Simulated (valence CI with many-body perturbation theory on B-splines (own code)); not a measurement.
Sc7+: electric-dipole lines

Method: relativistic CI+MBPT: four valence electrons over a frozen Dirac-Fock core [Ne], radial functions for each j: 11 s, 11 p, 10 d, 8 f, 5 g, 2 h, with the one-electron correlation potential Σ1, the two-electron term Σ2, the three-electron term Σ3, Breit, model QED; selected CI, second order for the rest, scaled by the run's own slope (own B-spline code, finite nucleus).

Against 25 measured levels this calculation errs by 139 cm⁻¹ on average and by 511 at most. These come from a selection out of Sugar and Corliss, J. Phys. Chem. Ref. Data 9, 473 (1980). Levels without a partner in it may be off by more. Among the levels kept, up to 620 cm⁻¹ of a level comes from second order outside the variational space, and about a tenth of that is noise between levels of different J, which matters for small intervals.

Lines 251 to 300 of 550 in falling wavelength, among levels below 756560 cm⁻¹, chosen from the strongest by gf and those to the six lowest levels. Wavelengths and rates use the calculated energies, so an error of 100 cm⁻¹ moves a line at 35.47 nm by 0.035 % and its rate by three times that or more. Electric multipoles are in the length gauge, E1 and E2 with the static RPA response of the core. Weak lines are less certain than strong ones. Lines between different terms over intervals too small for the method are left out, as are lines whose strength nearly cancels. Where a level lies close to another of its J and parity, the split of strength between their lines is uncertain. The highest levels of a list are the least certain.

Names give the largest LS component (configuration and term), which can be under half, so a name can repeat, a term be missing and a line seem to break the LS rules; names also repeat where a configuration has a term twice. Letters in brackets count levels of one name in rising energy.

```
λ vac (nm)  λ from measured levels              Upper             Lower   A (s⁻¹)  log gf  Branch %
     35.49                            3p³3d ¹D°_2 [c]  3s3p²3d ³P_1 [a]  1.87e+09   -0.75       5.0
     35.47                   35.52        3s3p³ ¹P°_1       3s²3p² ³P_0  2.99e+08   -1.77       1.5
     35.38                           3s3p²3d ¹F_3 [b]     3s²3p3d ¹D°_2  1.39e+10    0.26      20.6
     35.35                            3p³3d ³D°_3 [c]  3s3p²3d ³P_2 [a]  4.09e+09   -0.27      11.6
     35.34                           3s3p²3d ³D_2 [d]     3s²3p3d ³F°_3  2.01e+09   -0.73       4.8
     35.12                              3s3p3d² ⁵G°_4      3s3p²3d ⁵F_4  7.62e+08   -0.90      12.5
     35.12                                3s²3d² ¹D_2     3s²3p3d ¹F°_3  3.24e+09   -0.52       4.8
     35.08                              3s3p3d² ⁵G°_3      3s3p²3d ⁵F_3  1.08e+09   -0.86      17.7
     35.03                           3s3p²3d ¹D_2 [b]       3s3p³ ¹P°_1  7.80e+09   -0.14      26.3
     34.98                              3s3p3d² ⁵G°_2      3s3p²3d ⁵F_1  4.88e+09   -0.35      79.9
     34.97                           3s3p²3d ³D_1 [d]     3s²3p3d ³F°_2  2.32e+09   -0.89       5.6
     34.97                              3s3p3d² ⁵G°_6      3s3p²3d ⁵F_5  6.08e+09    0.16     100.0
     34.96                              3s3p3d² ⁵G°_3      3s3p²3d ⁵F_2  4.91e+09   -0.20      80.3
     34.96                              3s3p3d² ⁵G°_5      3s3p²3d ⁵F_4  5.63e+09    0.05      92.2
     34.95                              3s3p3d² ⁵G°_4      3s3p²3d ⁵F_3  5.22e+09   -0.07      85.4
     34.90                           3s3p²3d ¹F_3 [b]     3s²3p3d ³P°_2  6.78e+09   -0.06      10.1
     34.89                           3s3p²3d ³P_2 [a]       3s3p³ ³D°_3  1.44e+10    0.12      61.9
     34.84                           3s3p²3d ³P_2 [a]       3s3p³ ³D°_2  4.20e+09   -0.42      18.1
     34.60                           3s3p²3d ¹P_1 [a]       3s3p³ ¹D°_2  2.30e+10    0.09      87.2
     34.50                           3s3p²3d ³P_1 [a]       3s3p³ ³D°_2  1.20e+10   -0.19      51.1
     34.49                           3s3p²3d ³P_1 [a]       3s3p³ ³D°_1  5.90e+09   -0.50      25.2
     34.37                               3s3p²3d ⁵D_1       3s3p³ ⁵S°_2  2.32e+07   -2.91      46.9
     34.36                                3s²3d² ³F_3     3s²3p3d ³D°_3  2.89e+09   -0.45       5.8
     34.34                                3s²3d² ³F_4     3s²3p3d ³D°_3  2.84e+10    0.65      57.8
     34.34                                3s²3d² ³F_2     3s²3p3d ³D°_2  3.93e+09   -0.46       7.7
     34.33                               3s3p²3d ⁵D_2       3s3p³ ⁵S°_2  5.83e+07   -2.29      79.6
     34.31                                3s²3d² ³F_3     3s²3p3d ³D°_2  2.43e+10    0.48      48.7
     34.30                           3s3p²3d ³P_0 [a]       3s3p³ ³D°_1  1.73e+10   -0.52      73.8
     34.26                               3s3p²3d ⁵D_3       3s3p³ ⁵S°_2  7.42e+07   -2.04      94.8
     34.23                                3s²3d² ³F_2     3s²3p3d ³D°_1  2.25e+10    0.30      44.2
     34.00                               3s3p²3d ¹S_0       3s3p³ ¹P°_1  3.26e+10   -0.25      76.3
     33.95                   33.95      3s²3p3d ³P°_2       3s²3p² ¹D_2  9.66e+09   -0.08      32.0
     33.94                           3s3p²3d ¹D_2 [b]       3s3p³ ³S°_1  1.80e+09   -0.81       6.1
     33.72                              3s3p3d² ³F°_4      3s3p²3d ⁵P_3  8.68e+08   -0.88       4.1
     33.62                   33.61      3s²3p3d ³P°_1       3s²3p² ¹D_2  1.74e+08   -2.05       0.6
     33.50                              3s²3p3d ¹D°_2       3s²3p² ¹D_2  2.56e+10    0.33      78.2
     33.41                          3s3p3d² ⁵D°_2 [b]      3s3p²3d ⁵P_1  9.28e+09   -0.11      19.3
     33.39                          3s3p3d² ⁵D°_1 [b]      3s3p²3d ⁵P_1  1.89e+10   -0.02      39.3
     33.38                          3s3p3d² ⁵D°_0 [b]      3s3p²3d ⁵P_1  2.45e+10   -0.39      51.1
     33.33                          3s3p3d² ⁵D°_3 [b]      3s3p²3d ⁵P_2  1.72e+10    0.30      36.0
     33.32                          3s3p3d² ⁵D°_2 [b]      3s3p²3d ⁵P_2  1.40e+10    0.07      29.1
     33.31                          3s3p3d² ⁵D°_1 [b]      3s3p²3d ⁵P_2  5.71e+09   -0.55      11.9
     33.29                            3p³3d ¹P°_1 [a]          3p⁴ ¹D_2  1.15e+10   -0.24      54.0
     33.21                          3s3p3d² ⁵D°_4 [b]      3s3p²3d ⁵P_3  2.44e+10    0.56      51.8
     33.20                          3s3p3d² ⁵D°_3 [b]      3s3p²3d ⁵P_3  7.50e+09   -0.06      15.7
     33.11                            3p³3d ³P°_1 [a]          3p⁴ ¹D_2  2.63e+09   -0.89      17.1
     33.01                           3s3p²3d ¹D_2 [c]     3s²3p3d ¹D°_2  1.82e+09   -0.83       2.7
     32.98                               3s3p²3d ¹S_0       3s3p³ ³S°_1  8.54e+09   -0.86      20.0
     32.94                           3s3p²3d ¹P_1 [b]       3s3p³ ¹P°_1  2.60e+10    0.10      53.4
     32.93                            3p³3d ¹P°_1 [b]          3p⁴ ¹D_2  1.05e+10   -0.29      41.6
```

Task: How does gf follow from A for the line at 34.89 nm?

Result: gf = 1.4992 × (2J+1)_upper × A / σ², with σ = 286574 cm⁻¹ and 2J+1 = 5: gf = 1.31.
